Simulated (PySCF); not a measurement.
# Fine-structure interval of Nd⁴¹⁺ by level of theory

Nd⁴¹⁺ [Ar] 3d1 [3d3/2^1, M_J = 3/2] → Nd⁴¹⁺ [Ar] 3d1 [3d5/2^1, M_J = 5/2], as a difference of total energies. Computed with PySCF 2.14 in an even-tempered Gaussian basis (16 s from 8.9 bohr⁻², ratio 2.8; 12 p from 12 bohr⁻², ratio 2.8; 8 d from 12 bohr⁻², ratio 2.8; 3 f from 35 bohr⁻², ratio 3), with the two-component X2C-1e Hamiltonian. Correlated levels: [Ne] frozen; the 74 highest virtual spinors dropped. "Screened" scales the spin-orbit matrix elements by Boettger's factors to mimic the two-electron term; Breit and QED terms are absent.

```csv
method,fine-structure interval (cm⁻¹)
GHF (screened spin-orbit),230180
GMP2 (screened spin-orbit),230350
GHF (bare spin-orbit),276490
```
